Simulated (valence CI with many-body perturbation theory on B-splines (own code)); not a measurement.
# Forbidden lines of Pb XXXIII

Method: relativistic CI+MBPT: four valence electrons over a frozen Dirac-Fock core [Kr] 4d10, a basis of 7 s, 7 p, 7 d, 7 f, 4 g, 2 h functions for each j, with the one-electron correlation potential Σ1 (screened to all orders), the two-electron term Σ2, the three-electron term Σ3, Breit, model QED; selected single and double excitations, second order for the rest, scaled by the run's own slope (own B-spline code, finite nucleus).

The last digits are not significant, and no measured levels were compared; by estimate large intervals hold to a few tenths of a per cent, small ones and those within an open d or f shell to about a per cent. Excitations out of the core, of the other parity, are not computed and may begin above about 199 eV (a cautious bound); beyond it only levels of the ground parity were kept, without lifetimes.

Lines 1 to 50 of 120 in falling wavelength, among levels below 1606200 cm⁻¹, chosen from the decays that carry over 1 % of a level's rate. Wavelengths and rates use the calculated energies. Electric multipoles are in the length gauge, E1 and E2 with the static RPA response of the core. Weak lines are less certain than strong ones. Lines between different terms over intervals too small for the method are left out, as are lines whose strength nearly cancels. Where a level lies close to another of its J and parity, the split of strength between their lines is uncertain.

Levels are named by their leading jj configuration (3d3/2^4 stands for four electrons in 3d with j = 3/2), which in mixed levels can hold well under half, so a name can repeat and another be missing. Letters in brackets count levels of one name in rising energy.

| λ vac (Å) | Upper | Lower | Type | A (s⁻¹) | Branch % |
| --- | --- | --- | --- | --- | --- |
| 12080 | (4f5/2^3 4f7/2) J=8 | (4f5/2^3 4f7/2) J=7 | M1 | 9.75e+00 | 100.0 |
| 11120 | (4f5/2^3 4f7/2) J=2 [b] | (4f5/2^3 4f7/2) J=3 [a] | M1 | 7.43e+00 | 1.5 |
| 9328 | (4f5/2^2 4f7/2^2) J=6 [b] | (4f5/2^2 4f7/2^2) J=5 [a] | M1 | 1.26e+01 | 1.1 |
| 8403 | (4f5/2^3 4f7/2) J=3 [a] | (4f5/2^3 4f7/2) J=4 [a] | M1 | 3.39e+01 | 3.6 |
| 8233 | (4f5/2^2 4f7/2^2) J=0 [a] | (4f5/2^2 4f7/2^2) J=1 [a] | M1 | 5.85e+01 | 5.5 |
| 8106 | (4f5/2^3 4f7/2) J=7 | (4f5/2^3 4f7/2) J=6 | M1 | 6.43e+01 | 100.0 |
| 7883 | (4f5/2^3 4f7/2) J=2 [a] | (4f5/2^3 4f7/2) J=1 [a] | M1 | 2.85e+01 | 3.5 |
| 6693 | (4f5/2^2 4f7/2^2) J=3 [b] | (4f5/2^2 4f7/2^2) J=2 [a] | M1 | 3.06e+01 | 1.9 |
| 5396 | (4f5/2^3 4f7/2) J=3 [b] | (4f5/2^3 4f7/2) J=4 [a] | M1 | 4.07e+01 | 1.8 |
| 5310 | (4f5/2^3 4f7/2) J=2 [b] | (4f5/2^3 4f7/2) J=1 [a] | M1 | 3.31e+01 | 6.9 |
| 4581 | (4f5/2^2 4f7/2^2) J=5 [c] | (4f5/2^2 4f7/2^2) J=4 [b] | M1 | 3.36e+02 | 12.5 |
| 4417 | (4f5/2^3 4f7/2) J=6 | (4f5/2^3 4f7/2) J=5 [a] | M1 | 5.90e+02 | 100.0 |
| 4301 | (4f5/2^2 4f7/2^2) J=5 [a] | (4f5/2^2 4f7/2^2) J=4 [a] | M1 | 3.29e+02 | 16.3 |
| 3960 | (4f5/2^2 4f7/2^2) J=4 [a] | (4f5/2^3 4f7/2) J=3 [b] | M1 | 3.28e+02 | 16.5 |
| 3854 | (4f5/2^3 4f7/2) J=1 [a] | (4f5/2^4) J=2 | M1 | 5.41e+02 | 100.0 |
| 3744 | (4f5/2^2 4f7/2^2) J=1 [a] | (4f5/2^4) J=0 | M1 | 3.00e+02 | 10.7 |
| 3700 | (4f5/2^2 4f7/2^2) J=8 [b] | (4f5/2^2 4f7/2^2) J=8 [a] | M1 | 2.10e+01 | 1.5 |
| 3676 | (4f5/2^2 4f7/2^2) J=9 | (4f5/2^2 4f7/2^2) J=8 [a] | M1 | 2.12e+02 | 9.6 |
| 3453 | (4f5/2^3 4f7/2) J=1 [b] | (4f5/2^4) J=0 | M1 | 4.56e+02 | 24.0 |
| 3413 | (4f5/2^3 4f7/2) J=4 [a] | (4f5/2^3 4f7/2) J=5 [a] | M1 | 1.63e+02 | 5.8 |
| 3136 | (4f5/2^2 4f7/2^2) J=4 [a] | (4f5/2^3 4f7/2) J=3 [a] | M1 | 4.71e+02 | 23.7 |
| 3002 | (4f5/2^3 4f7/2) J=5 [b] | (4f5/2^3 4f7/2) J=4 [a] | M1 | 5.83e+02 | 44.0 |
| 2975 | (4f5/2^2 4f7/2^2) J=3 [b] | (4f5/2^2 4f7/2^2) J=4 [a] | M1 | 1.77e+02 | 11.2 |
| 2965 | (4f5/2^2 4f7/2^2) J=5 [a] | (4f5/2^3 4f7/2) J=5 [b] | M1 | 1.22e+02 | 6.1 |
| 2858 | (4f5/2^3 4f7/2) J=5 [a] | (4f5/2^4) J=4 | M1 | 2.06e+03 | 100.0 |
| 2852 | (4f5/2^2 4f7/2^2) J=8 [b] | (4f5/2^2 4f7/2^2) J=7 [a] | M1 | 4.74e+02 | 33.0 |
| 2804 | (4f5/2^2 4f7/2^2) J=5 [b] | (4f5/2^2 4f7/2^2) J=6 [a] | M1 | 8.90e+01 | 2.5 |
| 2794 | (4f5/2^3 4f7/2) J=3 [a] | (4f5/2^4) J=2 | M1 | 4.37e+02 | 46.5 |
| 2728 | (4f5/2^2 4f7/2^2) J=8 [a] | (4f5/2^3 4f7/2) J=8 | M1 | 1.34e+03 | 63.5 |
| 2721 | (4f5/2^2 4f7/2^2) J=5 [b] | (4f5/2^3 4f7/2) J=5 [b] | M1 | 7.23e+02 | 20.2 |
| 2710 | (4f5/2^2 4f7/2^2) J=7 [a] | (4f5/2^3 4f7/2) J=7 | M1 | 9.14e+02 | 29.3 |
| 2635 | (4f5/2^3 4f7/2) J=4 [b] | (4f5/2^3 4f7/2) J=5 [b] | M1 | 2.84e+02 | 15.4 |
| 2589 | (4f5/2^3 4f7/2) J=2 [a] | (4f5/2^4) J=2 | M1 | 7.78e+02 | 96.3 |
| 2502 | (4f5/2^3 4f7/2) J=5 [b] | (4f5/2^3 4f7/2) J=6 | M1 | 1.55e+02 | 11.7 |
| 2476 | (4f5/2^4) J=2 | (4f5/2^4) J=4 | E2 | 3.16e-02 | 100.0 |
| 2475 | (4f5/2^2 4f7/2^2) J=4 [c] | (4f5/2^2 4f7/2^2) J=4 [a] | M1 | 2.60e+02 | 9.6 |
| 2447 | (4f5/2^2 4f7/2^2) J=4 [b] | (4f5/2^3 4f7/2) J=3 [b] | M1 | 1.42e+03 | 22.8 |
| 2439 | (4f5/2^4) J=0 | (4f5/2^3 4f7/2) J=1 [a] | M1 | 1.10e+00 | 31.7 |
| 2436 | (4f5/2^2 4f7/2^2) J=6 [a] | (4f5/2^3 4f7/2) J=6 | M1 | 5.49e+02 | 10.8 |
| 2406 | (4f5/2^2 4f7/2^2) J=2 [a] | (4f5/2^3 4f7/2) J=2 [b] | M1 | 4.70e+02 | 9.8 |
| 2357 | (4f5/2^3 4f7/2) J=3 [b] | (4f5/2^4) J=2 | M1 | 1.82e+03 | 81.5 |
| 2320 | (4f5/2^2 4f7/2^2) J=3 [a] | (4f5/2^3 4f7/2) J=2 [b] | M1 | 1.37e+02 | 3.1 |
| 2284 | (4f5/2^2 4f7/2^2) J=4 [a] | (4f5/2^3 4f7/2) J=4 [a] | M1 | 6.39e+02 | 32.2 |
| 2277 | (4f5/2^2 4f7/2^2) J=2 [a] | (4f5/2^3 4f7/2) J=3 [b] | M1 | 6.22e+02 | 12.9 |
| 2250 | (4f5/2^2 4f7/2^2) J=6 [b] | (4f5/2^3 4f7/2) J=5 [b] | M1 | 5.26e+02 | 46.9 |
| 2233 | (4f5/2^3 4f7/2) J=2 [b] | (4f5/2^4) J=2 | M1 | 4.41e+02 | 91.4 |
| 2226 | (4f5/2^2 4f7/2^2) J=8 [a] | (4f5/2^3 4f7/2) J=7 | M1 | 7.65e+02 | 36.2 |
| 2105 | (4f5/2^2 4f7/2^2) J=4 [b] | (4f5/2^3 4f7/2) J=3 [a] | M1 | 5.59e+02 | 9.0 |
| 2096 | (4f5/2^2 4f7/2^2) J=2 [a] | (4f5/2^3 4f7/2) J=2 [a] | M1 | 3.05e+02 | 6.3 |
| 2087 | (4f5/2^2 4f7/2^2) J=5 [c] | (4f5/2^3 4f7/2) J=5 [b] | M1 | 6.31e+02 | 23.4 |
